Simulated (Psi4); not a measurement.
Input for Psi4: SAPT0/jun-cc-pV(D+d)Z on CH8OSi (a complex), monomers drawn apart or pushed together.

```
memory 2025 MB

molecule dimer {
0 1
Si   -0.17894057   -0.14022198    0.27364835
H    -1.13385649   -0.88963971    1.11926127
H    -0.32352434    1.31513495    0.49873643
H    -0.51249443   -0.41717437   -1.14717978
H     1.20733477   -0.58065471    0.52665788
--
0 1
C    -0.21927580   -0.38923195    4.52518424
O     0.46473891    0.50743902    3.65786653
H    -0.10443578   -0.10584743    5.57623786
H     0.23015795   -1.36998424    4.37926335
H    -1.28524702   -0.45803937    4.28575380
H     0.08550766    1.38663734    3.75532917
units angstrom
symmetry c1
no_reorient
no_com
}

set {
  basis jun-cc-pV(D+d)Z
  scf_type df
  freeze_core true
}

energy('sapt0')
```

It printed:

```
[...]
==> Input File <==

--------------------------------------------------------------------------
memory 2025 MB

molecule dimer {
0 1
Si   -0.17894057   -0.14022198    0.27364835
H    -1.13385649   -0.88963971    1.11926127
H    -0.32352434    1.31513495    0.49873643
H    -0.51249443   -0.41717437   -1.14717978
H     1.20733477   -0.58065471    0.52665788
--
0 1
C    -0.21927580   -0.38923195    4.52518424
O     0.46473891    0.50743902    3.65786653
H    -0.10443578   -0.10584743    5.57623786
H     0.23015795   -1.36998424    4.37926335
H    -1.28524702   -0.45803937    4.28575380
H     0.08550766    1.38663734    3.75532917
units angstrom
symmetry c1
no_reorient
no_com
}

set {
  basis jun-cc-pV(D+d)Z
  scf_type df
  freeze_core true
}

energy('sapt0')
--------------------------------------------------------------------------


   => Loading Basis Set <=

    Name: JUN-CC-PV(D+D)Z
    Role: ORBITAL
    Keyword: BASIS
    atoms 1         entry SI         line   566 file jun-cc-pv_dpd_z.gbs
    atoms 2-5, 8-11 entry H          line    60 file jun-cc-pv_dpd_z.gbs
    atoms 6         entry C          line   188 file jun-cc-pv_dpd_z.gbs
    atoms 7         entry O          line   256 file jun-cc-pv_dpd_z.gbs

   => Loading Basis Set <=

    Name: JUN-CC-PV(D+D)Z
    Role: ORBITAL
    Keyword: BASIS
    atoms 1         entry SI         line   566 file jun-cc-pv_dpd_z.gbs
    atoms 2-5, 8-11 entry H          line    60 file jun-cc-pv_dpd_z.gbs
    atoms 6         entry C          line   188 file jun-cc-pv_dpd_z.gbs
    atoms 7         entry O          line   256 file jun-cc-pv_dpd_z.gbs


  //>>>>>>>>>>>>>>>>>>>>>>>>>>>>>>>>>>>//
  //              Dimer HF             //
  //<<<<<<<<<<<<<<<<<<<<<<<<<<<<<<<<<<<//

   => Libint2 <=

    Primary   basis highest AM E, G, H:  7, 6, 3
    Auxiliary basis highest AM E, G, H:  7, 7, 4
    Onebody   basis highest AM E, G, H:  -, -, -
    Solid Harmonics ordering:            Gaussian


   => Loading Basis Set <=

    Name: JUN-CC-PV(D+D)Z
    Role: ORBITAL
    Keyword: BASIS
    atoms 1         entry SI         line   566 file jun-cc-pv_dpd_z.gbs
    atoms 2-5, 8-11 entry H          line    60 file jun-cc-pv_dpd_z.gbs
    atoms 6         entry C          line   188 file jun-cc-pv_dpd_z.gbs
    atoms 7         entry O          line   256 file jun-cc-pv_dpd_z.gbs


         ---------------------------------------------------------
                                   SCF
               by Justin Turney, Rob Parrish, Andy Simmonett
                          and Daniel G. A. Smith
                              RHF Reference
                        1 Threads,   1931 MiB Core
         ---------------------------------------------------------

  ==> Geometry <==

    Molecular point group: c1
    Full point group: C1

    Geometry (in Angstrom), charge = 0, multiplicity = 1:

       Center              X                  Y                   Z               Mass
    ------------   -----------------  -----------------  -----------------  -----------------
         SI          -0.178940570000    -0.140221980000     0.273648350000    27.976926534650
         H           -1.133856490000    -0.889639710000     1.119261270000     1.007825032230
         H           -0.323524340000     1.315134950000     0.498736430000     1.007825032230
         H           -0.512494430000    -0.417174370000    -1.147179780000     1.007825032230
         H            1.207334770000    -0.580654710000     0.526657880000     1.007825032230
         C           -0.219275800000    -0.389231950000     4.525184240000    12.000000000000
         O            0.464738910000     0.507439020000     3.657866530000    15.994914619570
         H           -0.104435780000    -0.105847430000     5.576237860000     1.007825032230
         H            0.230157950000    -1.369984240000     4.379263350000     1.007825032230
         H           -1.285247020000    -0.458039370000     4.285753800000     1.007825032230
         H            0.085507660000     1.386637340000     3.755329170000     1.007825032230

  Running in c1 symmetry.

  Rotational constants: A =      0.72612  B =      0.03044  C =      0.02976 [cm^-1]
  Rotational constants: A =  21768.64775  B =    912.43417  C =    892.29956 [MHz]
  Nuclear repulsion =  105.247584008781871

  Charge       = 0
  Multiplicity = 1
  Electrons    = 36
  Nalpha       = 18
  Nbeta        = 18

  ==> Algorithm <==

  SCF Algorithm Type is DF.
  DIIS enabled.
  MOM disabled.
  Fractional occupation disabled.
  Guess Type is SAD.
  Energy threshold   = 1.00e-08
  Density threshold  = 1.00e-08
  Integral threshold = 1.00e-12

  ==> Primary Basis <==

  Basis Set: JUN-CC-PV(D+D)Z
    Blend: JUN-CC-PV(D+D)Z
    Number of shells: 51
    Number of basis functions: 103
    Number of Cartesian functions: 107
    Spherical Harmonics?: true
    Max angular momentum: 2

   => Loading Basis Set <=

    Name: (JUN-CC-PV(D+D)Z AUX)
    Role: JKFIT
    Keyword: DF_BASIS_SCF
    atoms 1
[...]
OCC [     9 ]
    NA   [     9 ]
    NB   [     9 ]

  @DF-RHF Final Energy:  -115.05700999707987

   => Energetics <=

    Nuclear Repulsion Energy =             40.2534480524600582
    One-Electron Energy =                -236.6319156970487541
    Two-Electron Energy =                  81.3214576475088080
    Total Energy =                       -115.0570099970798736

Computation Completed


Properties will be evaluated at   0.000000,   0.000000,   0.000000 [a0]

Properties computed using the SCF density matrix


 Multipole Moments:

 ------------------------------------------------------------------------------------
     Multipole            Electronic (a.u.)      Nuclear  (a.u.)        Total (a.u.)
 ------------------------------------------------------------------------------------

 L = 1.  Multiply by 2.5417464519 to convert [e a0] to [Debye]
 Dipole X            :         -3.0957887            2.5100085           -0.5857802
 Dipole Y            :         -2.0640098            2.2239937            0.1599839
 Dipole Z            :       -140.1349083          140.6156961            0.4807879
 Magnitude           :                                                    0.7745258

 ------------------------------------------------------------------------------------

  Constructing Basis Sets for SAPT...

   => Loading Basis Set <=

    Name: (JUN-CC-PV(D+D)Z AUX)
    Role: RIFIT
    Keyword: DF_BASIS_SAPT
    atoms 1         entry SI         line   376 file jun-cc-pvdz-ri.gbs
    atoms 2-5, 8-11 entry H          line    30 file jun-cc-pvdz-ri.gbs
    atoms 6         entry C          line   100 file jun-cc-pvdz-ri.gbs
    atoms 7         entry O          line   188 file jun-cc-pvdz-ri.gbs

   => Loading Basis Set <=

    Name: (JUN-CC-PV(D+D)Z AUX)
    Role: JKFIT
    Keyword: DF_BASIS_ELST
    atoms 1         entry SI         line   506 file jun-cc-pvdz-jkfit.gbs
    atoms 2-5, 8-11 entry H          line    70 file jun-cc-pvdz-jkfit.gbs
    atoms 6         entry C          line   146 file jun-cc-pvdz-jkfit.gbs
    atoms 7         entry O          line   258 file jun-cc-pvdz-jkfit.gbs


  //>>>>>>>>>>>>>>>>>>>>>>>>>>>>>>>>>>>//
  //               SAPT0               //
  //<<<<<<<<<<<<<<<<<<<<<<<<<<<<<<<<<<<//



        SAPT0
    Ed Hohenstein
     6 June 2009

      Orbital Information
  --------------------------
    NSO        =       103
    NMO        =       103
    NRI        =       327
    NRI (Elst) =       463
    NOCC A     =         9
    NOCC B     =         9
    FOCC A     =         5
    FOCC B     =         2
    NVIR A     =        94
    NVIR B     =        94

    Elst10,r            =    -0.002519919400 [Eh]
    Exch10              =     0.001871990272 [Eh]
    Exch10 (S^2)        =     0.001869742618 [Eh]

    Maxiter = 50
    CPHF R converge = 1.000000E-08

    Iter     Energy [mEh]          dE [mEh]         Residual      Time [s]
       1      -0.40004597       0.400045969     2.732298e-03             0
       2      -0.45352727       0.053481299     6.297071e-04             0
       3      -0.45649326       0.002965994     1.001835e-04             0
       4      -0.45516819      -0.001325067     1.178035e-05             0
       5      -0.45528470       0.000116502     2.512580e-06             0
       6      -0.45527505      -0.000009650     5.448490e-07             0
       7      -0.45527402      -0.000001024     8.001607e-08             0
       8      -0.45527445       0.000000425     1.085955e-08             0
       9      -0.45527441      -0.000000041     1.119671e-09             0

    CHF Iterations converged

    Maxiter = 50
    CPHF R converge = 1.000000E-08

    Iter     Energy [mEh]          dE [mEh]         Residual      Time [s]
       1      -0.31464406       0.314644060     2.555781e-03             0
       2      -0.39906320       0.084419142     5.314219e-04             0
       3      -0.39725768      -0.001805520     2.313959e-04             0
       4      -0.39650495      -0.000752736     5.591882e-05             0
       5      -0.39658268       0.000077733     1.524876e-05             0
       6      -0.39663967       0.000056985     4.122685e-06             0
       7      -0.39663751      -0.000002155     1.342550e-06             0
       8      -0.39663273      -0.000004779     2.419924e-07             0
       9      -0.39663374       0.000001006     5.110955e-08             0
      10      -0.39663359      -0.000000144     1.123770e-08             0
      11      -0.39663360       0.000000009     3.139583e-09             0

    CHF Iterations converged

    Ind20,r (A<-B)      =    -0.000455274406 [Eh]
    Ind20,r (B<-A)      =    -0.000396633602 [Eh]
    Ind20,r             =    -0.000851908008 [Eh]
    Exch-Ind20,r (A<-B) =     0.000207057647 [Eh]
    Exch-Ind20,r (B<-A) =     0.000303876948 [Eh]
    Exch-Ind20,r        =     0.000510934595 [Eh]
    Disp20              =    -0.001498465531 [Eh]
    Disp20 (SS)         =    -0.000749232765 [Eh]
    Disp20 (OS)         =    -0.000749232765 [Eh]
    Exch-Disp20         =     0.000138485999 [Eh]
    Exch-Disp20 (SS)    =     0.000077718655 [Eh]
    Exch-Disp20 (OS)    =     0.000060767344 [Eh]

    SAPT Results
  --------------------------------------------------------------------------------------------------------
    Electrostatics                 -2.51991940 [mEh]      -1.58127330 [kcal/mol]      -6.61604747 [kJ/mol]
      Elst10,r                     -2.51991940 [mEh]      -1.58127330 [kcal/mol]      -6.61604747 [kJ/mol]

    Exchange                        1.87199027 [mEh]       1.17469163 [kcal/mol]       4.91490978 [kJ/mol]
      Exch10                        1.87199027 [mEh]       1.17469163 [kcal/mol]       4.91490978 [kJ/mol]
      Exch10(S^2)                   1.86974262 [mEh]       1.17328121 [kcal/mol]       4.90900857 [kJ/mol]

    Induction                      -0.48280239 [mEh]      -0.30296307 [kcal/mol]      -1.26759749 [kJ/mol]
      Ind20,r                      -0.85190801 [mEh]      -0.53458035 [kcal/mol]      -2.23668417 [kJ/mol]
      Exch-Ind20,r                  0.51093460 [mEh]       0.32061630 [kcal/mol]       1.34145859 [kJ/mol]
      delta HF,r (2)               -0.14182897 [mEh]      -0.08899902 [kcal/mol]      -0.37237192 [kJ/mol]

    Dispersion                     -1.35997953 [mEh]      -0.85340004 [kcal/mol]      -3.57062577 [kJ/mol]
      Disp20                       -1.49846553 [mEh]      -0.94030132 [kcal/mol]      -3.93422071 [kJ/mol]
      Exch-Disp20                   0.13848600 [mEh]       0.08690128 [kcal/mol]       0.36359494 [kJ/mol]
      Disp20 (SS)                  -0.74923277 [mEh]      -0.47015066 [kcal/mol]      -1.96711035 [kJ/mol]
      Disp20 (OS)                  -0.74923277 [mEh]      -0.47015066 [kcal/mol]      -1.96711035 [kJ/mol]
      Exch-Disp20 (SS)              0.07771865 [mEh]       0.04876919 [kcal/mol]       0.20405030 [kJ/mol]
      Exch-Disp20 (OS)              0.06076734 [mEh]       0.03813208 [kcal/mol]       0.15954464 [kJ/mol]

  Total HF                         -1.13073152 [mEh]      -0.70954474 [kcal/mol]      -2.96873518 [kJ/mol]
  Total SAPT0                      -2.49071105 [mEh]      -1.56294478 [kcal/mol]      -6.53936095 [kJ/mol]

  Special recipe for scaled SAPT0 (see Manual):
    Electrostatics sSAPT0          -2.51991940 [mEh]      -1.58127330 [kcal/mol]      -6.61604747 [kJ/mol]
    Exchange sSAPT0                 1.87199027 [mEh]       1.17469163 [kcal/mol]       4.91490978 [kJ/mol]
    Induction sSAPT0               -0.48095756 [mEh]      -0.30180542 [kcal/mol]      -1.26275389 [kJ/mol]
    Dispersion sSAPT0              -1.35947950 [mEh]      -0.85308627 [kcal/mol]      -3.56931294 [kJ/mol]
  Total sSAPT0                     -2.48836619 [mEh]      -1.56147336 [kcal/mol]      -6.53320452 [kJ/mol]
  --------------------------------------------------------------------------------------------------------



*** Psi4 exiting successfully. Buy a developer a beer!
```

The run finished.

Cost: about 7 core-seconds (a rough figure).
